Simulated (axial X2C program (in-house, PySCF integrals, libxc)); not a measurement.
**GeCl⁻ at several levels of theory**

Computed with an in-house all-electron X2C program for linear molecules (integrals from PySCF). Spin-free means the one-electron spin-free X2C Hamiltonian; two-component (2c) means X2C with spin–orbit coupling and atomic mean-field two-electron Coulomb and Gaunt terms, so the difference of the two also holds small scalar two-electron terms. Basis: Ge dyall-acv3z [10s10p8d5f1g], Cl dyall-av3z [9s8p3d2f] (cores contracted in-house); Gaussian nuclei, density fitting, unrestricted open shells. Masses: Ge 73.921 u, Cl 34.969 u.

Input:
```json
{"zs": [32, 17], "q": -1, "bas": ["dyall-acv3z", "dyall-av3z"], "levels": ["PBE0", "HF", "PBE50"], "cc": true, "r0": 2.2, "thr": -1.0, "nmax": 90, "npts": 10, "nst": 2, "ntry": 6}
```
```bash
python so2c.py task.json out
```

Keys: zs atomic numbers; q charge; bas basis sets; levels methods; cc coupled cluster on or off; r0 starting distance in Å; thr threshold in hartree for freezing inner shells (an s shell follows its p shell); nmax most natural virtual spinors; npts points on the curve; nst determinants followed; ntry starts of the search. HF also brings MP2.

State, spin-free: M_S = 1, Λ = 0 (beyond evenly filled blocks: π+α, π-α); electrons by block: σα: 12, σβ: 12, π+α: 6, π+β: 5, π-α: 6, π-β: 5, δ+α: 1, δ+β: 1, δ-α: 1, δ-β: 1. Fragments: Ge + Cl-.

State, 2c: Ω = 1 (⟨Sz⟩ = 1.00, ⟨Lz⟩ = 0.00 at PBE0); electrons by block: 1/2: 17, -1/2: 18, 3/2: 7, -3/2: 6, 5/2: 1, -5/2: 1. Fragments: Ge + Cl-.

```tsv
Hamiltonian	level	Re (Å)	ωe (cm⁻¹)	ωexe (cm⁻¹)	Be (cm⁻¹)	αe (cm⁻¹)	De (eV)	D0 (eV)	μ (D)
spin-free	PBE0	2.351	278.0	1.44	0.1284	0.000888	1.92	1.91	-0.59
spin-free	HF	2.413	245.3	1.67	0.122	0.00102	1.36	1.35	-1.38
spin-free	MP2	2.369	274.5	1.43	0.1265	0.000874	1.78	1.76	n/a
spin-free	CCSD	2.381	268.0	1.49	0.1253	0.000901	1.74	1.72	n/a
spin-free	CCSD(T)	2.380	270.1	1.42	0.1254	0.000873	1.78	1.76	n/a
spin-free	PBE50	2.334	285.8	1.5	0.1303	0.000902	1.89	1.87	-0.70
2c	PBE0	2.352	277.7	1.44	0.1284	0.000889	n/a	n/a	-0.59
2c	HF	2.414	244.9	1.67	0.1219	0.00102	n/a	n/a	-1.39
2c	MP2	2.370	274.2	1.44	0.1264	0.000875	n/a	n/a	n/a
2c	CCSD	2.382	267.6	1.49	0.1252	0.000902	n/a	n/a	n/a
2c	CCSD(T)	2.381	269.7	1.42	0.1253	0.000874	n/a	n/a	n/a
2c	PBE50	2.335	285.5	1.5	0.1302	0.000903	n/a	n/a	-0.70
```

Correlated methods: 12 electrons correlated (number of frozen shells: Ge 3 s, 2 p, 1 d; Cl 2 s, 1 p), 264 virtual spin orbitals or spinors in MP2, 90 natural virtuals in coupled cluster.

Dipoles are positive if Cl is the positive end and refer to the centre of mass.

Occupations by symmetry block were frozen at the best pattern of an incomplete PBE0 search. Dissociation energies refer to the lowest single-determinant-based atoms at the same level and basis. De is not given where an atomic determinant may have missed its ground term or J level, or where the truncated virtual space spoils (T). Density functionals use the spin component along the axis (collinear). CCSD and (T) use frozen natural virtuals with an MP2 correction for the truncation; (T) itself is uncorrected, so its De runs slightly low. Other states lie close and PBE0, whose exact exchange favours high spin, may order them wrongly; the determinant shown need not be the ground state. The nearest other spin-free determinant of the search, M_S = 0, Λ = 2, lies 0.71 eV up at the distance of the search. Without a current term, density functionals place determinants with orbital angular momentum somewhat too high. With several unpaired electrons one determinant need not be a pure state. Open-shell Ω = 0 determinants with evenly filled partner blocks cannot be reached by this program, so the Ω shown need not be the lowest component. This is the Ω = 1 component of a π² triplet; the 0⁺ component is not one determinant and can lie lowest. The highest occupied level of some functionals is positive through self-interaction error; at Hartree–Fock it is bound. With the outer-core shells frozen, correlated bond lengths of heavy atoms tend to come out a few hundredths of an ångström too long. Hartree–Fock gets electron affinities wrong, so its lowest charge split need not be the true one.

Rough cost a point (2c) on 1 thread(s) of a shared host, integrals apart: PBE0 0.5 s, HF 0.3 s, CCSD(T) 5 s, PBE50 0.5 s.

The whole task took 2.2 min on 1 thread of Intel(R) Xeon(R) 6975P-C (Granite Rapids) (shared host).
